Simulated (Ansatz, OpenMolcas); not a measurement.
## A family of molecules: the HOMO–LUMO gap

One atom is swapped for its congeners: CH4O (methanol) `CO`; CH4S (methanethiol) `CS`; SeH(CH3). All are singlets with charge 0.

Shapes, held fixed at every level: PBE0-D4/def2-TZVP. Programs: Ansatz 0.2.0, OpenMolcas 26.06. Values in eV.

(1) How should the HOMO–LUMO gap change along the series?

Answers

(1) At wB97M-V/def2-TZVPP the HOMO–LUMO gap falls at every step, from 12.89 to 10.60 eV. Every level shows the same order. Relativity is left out for Se unless named. Orbital gaps aren't excitation energies, and the LUMO depends on the basis.

```json
{"level": "PBE-D4/def2-TZVPP", "CH4O": "6.39", "CH4S": "5.11", "SeH(CH3)": "4.56"}
{"level": "r2SCAN-D4/def2-TZVPP", "CH4O": "7.59", "CH4S": "5.80", "SeH(CH3)": "5.16"}
{"level": "B3LYP/6-31G* (Cartesian functions)", "CH4O": "9.29", "CH4S": "7.27", "SeH(CH3)": "6.39"}
{"level": "PBE0-D4/def2-TZVPP", "CH4O": "8.99", "CH4S": "7.30", "SeH(CH3)": "6.62"}
{"level": "wB97X-V/def2-TZVPP", "CH4O": "13.46", "CH4S": "11.77", "SeH(CH3)": "11.01"}
{"level": "wB97M-V/def2-TZVPP", "CH4O": "12.89", "CH4S": "11.27", "SeH(CH3)": "10.60"}
```
